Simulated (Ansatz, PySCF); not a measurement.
C₂H₂O₃Si. Atoms are numbered in the order given.

```xyz
8

O      2.2347     0.0000     0.6539
C      1.1137     0.0000     0.2691
O      0.0000     0.0000     1.1389
C     -1.1137     0.0000     0.2691
O     -2.2347     0.0000     0.6539
Si     0.0000     0.0000    -1.3224
H      0.0000     1.2347    -2.1449
H      0.0000    -1.2347    -2.1449
```

Geometry: B3LYP-D3(BJ)/def2-SVP.

Vertical ionisation energy (IE) and electron affinity (EA) in eV. Rows of orbital energies are one-electron estimates. Where ΔSCF, EOM or ADC give a negative EA the extra electron is unbound and the value depends on the basis.

```tsv
level	IE	EA
−ε(HOMO), −ε(LUMO), HF/def2-TZVP (PySCF)	11.70	-1.59
−ε(HOMO), −ε(LUMO), PBE/def2-TZVP (PySCF)	6.54	2.85
ΔSCF, PBE0/def2-TZVPD (Ansatz), final states of multiplicity 2 and 2	10.16	0.06
ΔSCF, PBE/def2-TZVPD (Ansatz), final states of multiplicity 2 and 2	9.74	0.14
```

Problem. What vertical singlet–triplet gap does ΔSCF give with PBE0/def2-TZVPD (Ansatz, an electronic-structure program) and with PBE/def2-TZVPD (Ansatz)? (Estimate from the structure and the level; the computed values follow.)

Solution. 3.83 and 3.60 eV (triplet above singlet where positive).
